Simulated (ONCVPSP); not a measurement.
## nickel (Ni), ONCV: configuration errors across variants

* Element: nickel
* Generator: ONCVPSP 4.0.1
* Type: optimised norm-conserving Vanderbilt (ONCV)
* Functional: PBE
* Relativity: scalar-relativistic
* Frozen core: [Ne]
* Valence charge: 18
* Reference configuration: 3s2 3p6 3d8 4s2
* Partial waves: 3s+4s: rc 1.15 bohr, ncon 4, nbas 9, qcut 13.8 1/bohr, 2 projectors; 3p: rc 0.70 bohr, ncon 4, nbas 7, qcut 13.4 1/bohr, 3 projectors, debl 1.8 Ha; 3d: rc 1.25 bohr, ncon 3, nbas 8, qcut 15 1/bohr, 2 projectors, debl 1.6 Ha; f scattering state at 0.32 Ha: rc 1.15 bohr, ncon 5, nbas 8, qcut 10.9 1/bohr, 2 projectors, debl 1.1 Ha
* Local potential: polynomial inside 0.55 bohr (lpopt 5, dvloc0 -1 Ha)
* Core correction: polynomial model core, fcfact 0.65

In the p channel the program set the typed energies aside and used -2.623, 0.250, 2.050 Ha.

All-electron excitation energies from the reference (eV): (1) 3s2 3p6 3d8 4s1 9.323; (2) 3s2 3p6 3d8 4s0 26.674; (3) 3s2 3p6 3d7 4s0 64.140; (4) 3s2 3p5 3d8 4s2 79.524.

2 further variants failed, have other tests or too few solved ones, and are left out.

A true bound ghost makes a file unfit for plane-wave use even where its test errors are small: the radial tests pick states by their node count and pass the ghost by.

Errors AE − PS in meV (a dash: test not solved or not reliable):

| change | (1) | (2) | (3) | (4) | bound ghosts | GHOST(+) flags above zero |
| --- | --- | --- | --- | --- | --- | --- |
| base | -0.1 | +1.5 | -1.4 | -33 | p | s |
| local potential polynomial inside 0.60 bohr (lpopt 4, dvloc0 0 Ha) | -0.1 | +1.5 | -1.4 | -33 | p | s, p |
| f: qcut 6.9 | -0.1 | +1.5 | -1.4 | -33 | p | s, f |
| d: rc 1.46 | +0.3 | +3.5 | +5.0 | -78 | p | s |
| p: ncon 5, nbas 8 | -0.1 | +1.5 | -1.4 | -33 | p | s, p |
| local potential polynomial inside 0.55 bohr (lpopt 5, dvloc0 6 Ha) | -0.1 | +1.5 | -1.4 | -33 | p | s, p |
| core correction Teter function, parameters optimised by the program | -8.7 | -71 | -161 | -42 | p | s |

(1) Give the same row for: d: qcut 8.9.

Results:

(1) +0.9, +6.6, -2.2, -185; bound ghosts: p; GHOST(+) flags above zero: s.
